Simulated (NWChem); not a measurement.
HfO2 cation, doublet; SMILES of the neutral closed-shell parent [O]=[Hf]=[O]

```xyz
3

Hf     0.2227    -0.0322     0.0000
O     -0.8593     1.4323     0.0000
O     -1.1454    -1.1426     0.0000
```
Atoms are numbered in this order, from 1.

All runs: NWChem. Spin-unrestricted. Structure relaxed at the PBE0/def2-SVP, spin-unrestricted level. The spin multiplicity was typed, not searched, and may not be the lowest. No stability test was run on the SCF state. def2 effective core potentials on Hf; no spin-orbit coupling. Vertical excitations in the gas phase. Excited states of an open shell can be spin-contaminated.

Q: Predict the results for PBE/def2-SVPD, TDA. Quantities: lowest excitation (eV); lowest empty minus highest occupied level, either spin (eV).

A: 
```json
{
 "lowest excitation (eV)": "1.55",
 "lowest empty minus highest occupied level, either spin (eV)": "1.65"
}
```
